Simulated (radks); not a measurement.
The argon ion Ar+, configuration [Ne] 3s2 3p(up 2.5, down 2.5) (fractional occupations, a model configuration). All-electron calculation, scalar-relativistic Kohn-Sham, SCAN, spin-polarised, spherical densities, finite nucleus; meta-GGA in the generalised Kohn-Sham scheme; Fermi nuclear charge, rms radius 3.4274 fm. Program: a radial shooting solver on a logarithmic mesh with Libxc functionals.

Local quantities along the radius. ELF = 1/(1 + alpha^2) is the electron localisation function; alpha = (tau - tau_W)/tau_unif compares the Pauli kinetic energy density with that of the uniform gas (summed over spins); 4 pi r^2 rho is in e/bohr; r v_xc is r times the local exchange-correlation potential of spin up (hartree bohr, multiplicative part alone). tau is taken from the large components.

r (bohr),ELF,alpha,4 pi r^2 rho,r v_xc
0.005747,1.000,0.01308,1.355,-0.1295
0.006479,1.000,0.01350,1.674,-0.1411
0.007306,1.000,0.01401,2.061,-0.1539
0.008237,1.000,0.01463,2.529,-0.1681
0.009287,1.000,0.01537,3.089,-0.1836
0.01047,1.000,0.01625,3.756,-0.2007
0.01181,1.000,0.01733,4.541,-0.2194
0.01331,1.000,0.01864,5.458,-0.2397
0.01501,1.000,0.02025,6.515,-0.2617
0.01692,1.000,0.02225,7.718,-0.2853
0.01893,0.999,0.02456,8.969,-0.3089
0.02134,0.999,0.02767,10.44,-0.3356
0.02406,0.999,0.03167,12.01,-0.3638
0.02713,0.999,0.03688,13.66,-0.3932
0.03059,0.998,0.04381,15.33,-0.4237
0.03449,0.997,0.05318,16.93,-0.4548
0.03889,0.996,0.06614,18.39,-0.4864
0.04384,0.993,0.08449,19.61,-0.5183
0.04943,0.988,0.1111,20.48,-0.5507
0.05574,0.978,0.1506,20.92,-0.5849
0.06284,0.958,0.2106,20.87,-0.6245
0.07085,0.916,0.3030,20.32,-0.6785
0.07989,0.834,0.4458,19.34,-0.7624
0.09007,0.696,0.6610,18.06,-0.7046
0.1016,0.511,0.9789,16.69,-0.5309
0.1145,0.357,1.342,15.48,-0.7410
0.1291,0.265,1.665,14.71,-0.5609
0.1456,0.242,1.771,14.57,-0.6214
0.1641,0.283,1.591,15.15,-0.7036
0.1851,0.388,1.256,16.38,-0.5522
0.2086,0.533,0.9355,18.01,-0.7444
0.2352,0.679,0.6868,19.66,-0.9656
0.2652,0.777,0.5363,20.84,-0.9590
0.2991,0.832,0.4496,21.13,-0.9954
0.3372,0.857,0.4091,20.27,-1.025
0.3802,0.856,0.4095,18.26,-1.046
0.4286,0.824,0.4626,15.36,-1.076
0.4833,0.726,0.6138,12.05,-1.097
0.5449,0.490,1.020,8.903,-0.7458
0.6144,0.232,1.821,6.429,-0.4244
0.6927,0.106,2.909,4.912,-0.6328
0.781,0.105,2.915,4.367,-0.6792
0.8736,0.226,1.852,4.519,-0.8538
0.985,0.499,1.003,5.002,-0.8125
1.111,0.759,0.5641,5.421,-1.001
1.252,0.848,0.4231,5.481,-1.035
1.412,0.872,0.3827,5.088,-1.058
1.592,0.865,0.3942,4.314,-1.062
1.795,0.835,0.4447,3.336,-1.058
2.024,0.775,0.5394,2.348,-1.054
2.282,0.671,0.7001,1.498,-0.8027
2.572,0.504,0.9919,0.8610,-0.6604
2.9,0.320,1.459,0.4436,-0.2953
3.27,0.151,2.375,0.2023,-0.01177
3.687,0.054,4.176,0.08096,-0.1691
4.157,0.015,7.977,0.02809,-0.1764
4.687,0.004,16.75,0.008329,-0.1355
5.285,0.001,39.21,0.002074,-0.08773

On this mesh the ELF has minima near r = 0.15, 0.78 bohr, which separate the shells, and maxima near 0.34 (0.86), 1.4 (0.87).
